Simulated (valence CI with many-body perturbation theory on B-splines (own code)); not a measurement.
**E1 transitions of Eu⁴⁸⁺**

Calculated by valence CI with perturbative core correlation (CI+MBPT): five valence electrons over a frozen Dirac-Fock core [Ne], a basis of 11 s, 11 p, 10 d, 8 f, 5 g, 2 h functions for each j, with the one-electron correlation potential Σ1 (screened to all orders), the two-electron term Σ2, the three-electron term Σ3, Breit, model QED; selected single and double excitations, second order for the rest, scaled by the run's own slope (own B-spline code, finite nucleus).

The last digits are not significant, and no measured levels were compared; by estimate large intervals hold to a few tenths of a per cent, small ones and those within an open d or f shell to about a per cent. Among the levels kept, up to 3300 cm⁻¹ of a level comes from second order outside the variational space, and about a tenth of that is noise between levels of different J, which matters for small intervals.

Lines 201 to 250 of 582 in falling wavelength, among levels below 60.384 Ry, chosen from the strongest by gf and those to the six lowest levels. Wavelengths and rates use the calculated energies. Electric multipoles are in the length gauge, E1 and E2 with the static RPA response of the core. Weak lines are less certain than strong ones. Lines between different terms over intervals too small for the method are left out, as are lines whose strength nearly cancels. Where a level lies close to another of its J and parity, the split of strength between their lines is uncertain. The highest levels of a list are the least certain.

Levels are named by their leading jj configuration (3d3/2^4 stands for four electrons in 3d with j = 3/2), which in mixed levels can hold well under half, so a name can repeat and another be missing. Letters in brackets count levels of one name in rising energy.

```
λ vac (Å)                               Upper                               Lower   A (s⁻¹)  S (a.u.) with core polarisation  S without
    49.74      (3s^2 3p3/2 3d5/2^2) J=5/2 [a]          (3s^2 3p3/2^2 3d3/2) J=5/2  3.11e+10                         1.13e-02   1.15e-02
    49.74          (3s 3p1/2^2 3d5/2^2) J=3/2  (3s 3p1/2^2 3p3/2 3d5/2) J=3/2 [a]  7.88e+10                         1.91e-02   1.94e-02
    49.69  (3s 3p1/2 3p3/2^2 3d3/2) J=7/2 [b]  (3s^2 3p1/2 3p3/2 3d5/2) J=5/2 [b]  2.80e+10                         1.36e-02   1.38e-02
    49.59  (3s 3p1/2 3p3/2^2 3d5/2) J=3/2 [e]        (3s 3p1/2 3p3/2^3) J=3/2 [b]  1.48e+11                         3.56e-02   3.62e-02
    49.48  (3s^2 3p1/2 3p3/2 3d5/2) J=3/2 [b]          (3s^2 3p1/2 3p3/2^2) J=5/2  4.40e+10                         1.05e-02   1.07e-02
    49.45  (3s 3p1/2 3p3/2^2 3d5/2) J=3/2 [b]        (3s 3p1/2 3p3/2^3) J=3/2 [a]  2.63e+11                         6.27e-02   6.37e-02
    49.42          (3s^2 3p3/2^2 3d5/2) J=3/2                (3s^2 3p3/2^3) J=3/2  3.78e+11                         9.02e-02   9.16e-02
    49.24          (3s 3p1/2^2 3d5/2^2) J=9/2      (3s 3p1/2^2 3p3/2 3d5/2) J=9/2  5.13e+10                         3.03e-02   3.07e-02
    49.24  (3s 3p1/2 3p3/2^2 3d5/2) J=3/2 [e]            (3s 3p1/2 3p3/2^3) J=1/2  4.17e+11                         9.83e-02   9.99e-02
    49.23          (3s 3p1/2^2 3d5/2^2) J=7/2  (3s 3p1/2^2 3p3/2 3d5/2) J=5/2 [a]  2.15e+10                         1.01e-02   1.03e-02
    49.18  (3s 3p1/2 3p3/2^2 3d5/2) J=5/2 [f]            (3s 3p1/2 3p3/2^3) J=5/2  2.84e+11                         1.00e-01   1.02e-01
    49.17  (3s 3p1/2 3p3/2^2 3d5/2) J=5/2 [d]        (3s 3p1/2 3p3/2^3) J=3/2 [a]  2.63e+11                         9.27e-02   9.41e-02
    49.07  (3s^2 3p3/2 3d3/2 3d5/2) J=5/2 [c]      (3s^2 3p3/2^2 3d3/2) J=3/2 [a]  1.53e+11                         5.36e-02   5.44e-02
    49.06       (3p1/2^2 3p3/2^2 3d3/2) J=7/2  (3s 3p1/2^2 3p3/2 3d5/2) J=5/2 [b]  2.96e+10                         1.38e-02   1.40e-02
    49.01          (3s^2 3p1/2 3d5/2^2) J=3/2  (3s^2 3p1/2 3p3/2 3d5/2) J=3/2 [a]  1.72e+11                         4.00e-02   4.06e-02
    48.84  (3s 3p1/2^2 3d3/2 3d5/2) J=7/2 [b]      (3s 3p1/2^2 3p3/2 3d3/2) J=7/2  2.40e+10                         1.10e-02   1.12e-02
    48.71  (3s^2 3p1/2 3p3/2 3d5/2) J=5/2 [b]          (3s^2 3p1/2 3p3/2^2) J=3/2  3.64e+11                         1.25e-01   1.27e-01
    48.70  (3s^2 3p3/2 3d3/2 3d5/2) J=9/2 [b]          (3s^2 3p3/2^2 3d3/2) J=7/2  4.53e+11                         2.58e-01   2.62e-01
    48.69  (3s^2 3p3/2 3d3/2 3d5/2) J=3/2 [b]      (3s^2 3p3/2^2 3d3/2) J=3/2 [a]  6.39e+10                         1.46e-02   1.48e-02
    48.68  (3s^2 3p3/2 3d3/2 3d5/2) J=5/2 [c]          (3s^2 3p3/2^2 3d3/2) J=5/2  9.18e+10                         3.14e-02   3.18e-02
    48.66  (3s 3p1/2^2 3p3/2 3d5/2) J=7/2 [b]          (3s 3p1/2^2 3p3/2^2) J=5/2  1.02e+11                         4.63e-02   4.71e-02
    48.60          (3s^2 3p3/2 3d5/2^2) J=1/2          (3s^2 3p3/2^2 3d5/2) J=1/2  3.43e+11                         3.88e-02   3.94e-02
    48.51      (3s^2 3p3/2^2 3d5/2) J=5/2 [b]                (3s^2 3p3/2^3) J=3/2  5.11e+11                         1.73e-01   1.75e-01
    48.46  (3s 3p1/2^2 3d3/2 3d5/2) J=5/2 [b]  (3s 3p1/2^2 3p3/2 3d3/2) J=5/2 [a]  5.15e+10                         1.74e-02   1.76e-02
    48.31  (3s^2 3p3/2 3d3/2 3d5/2) J=3/2 [b]          (3s^2 3p3/2^2 3d3/2) J=5/2  3.44e+10                         7.65e-03   7.77e-03
    48.09  (3s^2 3p3/2 3d3/2 3d5/2) J=3/2 [c]          (3s^2 3p3/2^2 3d3/2) J=1/2  3.18e+11                         6.98e-02   7.09e-02
    48.01  (3s 3p1/2 3p3/2^2 3d5/2) J=7/2 [a]  (3s^2 3p1/2 3p3/2 3d5/2) J=5/2 [b]  1.30e+11                         5.69e-02   5.78e-02
    47.97  (3s 3p1/2 3p3/2^2 3d5/2) J=3/2 [d]            (3s 3p1/2 3p3/2^3) J=5/2  9.55e+10                         2.08e-02   2.12e-02
    47.95  (3s^2 3p3/2 3d3/2 3d5/2) J=3/2 [c]      (3s^2 3p3/2^2 3d3/2) J=3/2 [a]  9.04e+10                         1.97e-02   2.00e-02
    47.90      (3s^2 3p3/2 3d5/2^2) J=7/2 [a]          (3s^2 3p3/2^2 3d3/2) J=5/2  2.03e+10                         8.80e-03   8.94e-03
    47.74          (3s^2 3p3/2 3d5/2^2) J=1/2      (3s^2 3p3/2^2 3d3/2) J=3/2 [b]  7.22e+10                         7.76e-03   7.88e-03
    47.60  (3s^2 3p1/2 3p3/2 3d5/2) J=3/2 [b]          (3s^2 3p1/2 3p3/2^2) J=3/2  1.45e+09                         3.08e-04   3.13e-04
    47.53  (3s 3p1/2^2 3p3/2 3d3/2) J=3/2 [b]          (3s^2 3p1/2^2 3d5/2) J=5/2  4.37e+09                         9.26e-04   9.41e-04
    47.32  (3s 3p1/2 3p3/2^2 3d3/2) J=7/2 [a]  (3s^2 3p1/2 3p3/2 3d3/2) J=5/2 [b]  2.03e+10                         8.49e-03   8.63e-03
    47.22          (3s^2 3p3/2 3d5/2^2) J=9/2          (3s^2 3p3/2^2 3d3/2) J=7/2  5.80e+10                         3.01e-02   3.06e-02
    47.22  (3s^2 3p3/2 3d3/2 3d5/2) J=5/2 [d]      (3s^2 3p3/2^2 3d3/2) J=3/2 [a]  6.46e+10                         2.01e-02   2.04e-02
    47.11      (3s^2 3p1/2 3p3/2 3d5/2) J=1/2          (3s^2 3p1/2 3p3/2^2) J=3/2  6.40e+10                         6.60e-03   6.71e-03
    47.00  (3s^2 3p3/2 3d3/2 3d5/2) J=5/2 [d]          (3s^2 3p3/2^2 3d3/2) J=7/2  6.69e+10                         2.06e-02   2.09e-02
    46.84          (3s 3p1/2^2 3d5/2^2) J=1/2  (3s 3p1/2^2 3p3/2 3d5/2) J=3/2 [a]  8.18e+10                         8.30e-03   8.43e-03
    46.74  (3s 3p1/2 3p3/2^2 3d5/2) J=5/2 [f]        (3s 3p1/2 3p3/2^3) J=3/2 [a]  1.04e+11                         3.15e-02   3.20e-02
    46.70  (3s 3p1/2^2 3p3/2 3d5/2) J=5/2 [b]          (3s 3p1/2^2 3p3/2^2) J=5/2  2.95e+10                         8.89e-03   9.03e-03
    45.79  (3s 3p1/2 3p3/2^2 3d3/2) J=1/2 [c]  (3s^2 3p1/2 3p3/2 3d5/2) J=3/2 [b]  9.34e+10                         8.86e-03   8.99e-03
    45.46  (3s 3p1/2 3p3/2^2 3d5/2) J=9/2 [b]  (3s^2 3p1/2 3p3/2 3d5/2) J=7/2 [b]  1.01e+11                         4.69e-02   4.77e-02
    45.45  (3s 3p1/2^2 3p3/2 3d3/2) J=5/2 [b]          (3s^2 3p1/2^2 3d5/2) J=5/2  3.78e+09                         1.05e-03   1.07e-03
    45.05      (3s^2 3p3/2 3d5/2^2) J=7/2 [b]          (3s^2 3p3/2^2 3d5/2) J=7/2  2.68e+11                         9.67e-02   9.82e-02
    44.98      (3s^2 3p3/2 3d5/2^2) J=5/2 [b]          (3s^2 3p3/2^2 3d5/2) J=7/2  9.40e+10                         2.53e-02   2.58e-02
    44.73       (3p1/2^2 3p3/2^2 3d3/2) J=7/2  (3s 3p1/2^2 3p3/2 3d5/2) J=7/2 [a]  1.76e+10                         6.20e-03   6.31e-03
    44.67  (3s 3p1/2 3p3/2^2 3d3/2) J=5/2 [b]  (3s^2 3p1/2 3p3/2 3d3/2) J=3/2 [b]  7.98e+10                         2.11e-02   2.14e-02
    44.53  (3s 3p1/2 3p3/2^2 3d5/2) J=7/2 [a]  (3s^2 3p1/2 3p3/2 3d5/2) J=5/2 [a]  2.12e+10                         7.40e-03   7.53e-03
    44.21        (3s 3p1/2 3p3/2^3) J=3/2 [a]          (3s^2 3p1/2 3p3/2^2) J=1/2  1.58e+10                         2.69e-03   2.73e-03
```
